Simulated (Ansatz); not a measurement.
Consider the atomization: `[F][GeH]1[O][AlH]1` → Al• + F• + Ge• + 2 H• + O•.

Computed with Ansatz on PBE0-D4/def2-TZVP structures; ΔE is electronic, products minus reactants. CBS: MP2 limit from def2 TZ/QZ plus the TZ coupled-cluster correction, frozen cores. This one scheme is used for every species, atoms too. DFT in def2-TZVPP. Open shells (•) are unrestricted, without spin–orbit coupling. Spin–orbit coupling would lower the free atoms: a little for Al, F, O; clearly for Ge. For Ge outer-core shells are correlated without core-valence functions, so the limit isn't a true one: a few kJ/mol of doubt a bond, and 10 to 20 or more in all where bonds break to atoms. Scalar relativity is left out up to krypton.

`[F][GeH]1[O][AlH]1`:

Cartesian coordinates in Å:
```
F -0.727 1.530 1.523
Ge -0.397 0.870 -0.061
O 1.153 -0.147 0.083
Al 0.062 -1.411 -0.242
H -0.144 2.134 -0.908
H 0.052 -2.975 -0.396
```

```tsv
level	ΔE (kJ/mol)	difference from CCSD(T)/CBS
ωB97X-V	1881.4	-3.7
ωB97M-V	1860.5	-24.6
revPBE	1804.1	-81.0
PBE0	1820.7	-64.4
LC-ωPBE	1855.8	-29.3
CCSD(T)/def2-SVP	1704.7	-180.4
MP2/def2-TZVPP	1896.4	11.3
SCS-MP2/def2-TZVPP	1862.8	-22.3
SCS-MP2/def2-QZVPP	1903.6	18.5
HF/CBS(def2)	1237.2	-647.9
CCSD(T)/CBS	1885.1	0
```

Largest T1 diagnostic among the species: 0.018.

In def2-TZVPP, CCSD(T) changes the Hartree–Fock value by +594.8 kJ/mol (the triples alone add +46.1 kJ/mol) and MP2 by +665.9 kJ/mol; breaking electron pairs costs correlation energy, which Hartree–Fock lacks. The D4 term adds +18.6 kJ/mol with B3LYP and +9.6 kJ/mol with PBE0; it sums over pairs of atoms, weighted by their polarisabilities, and B3LYP, whose exchange is more repulsive, gets the larger term.

B3LYP here is the variant with VWN-RPA as its local correlation; programs differ in this.

For atomizations the MP2-based limit and the directly extrapolated one differ by several kJ/mol either way, and by 10 to 25 for some Ge, Se and Sn compounds, so smaller differences from it don't rank the levels.
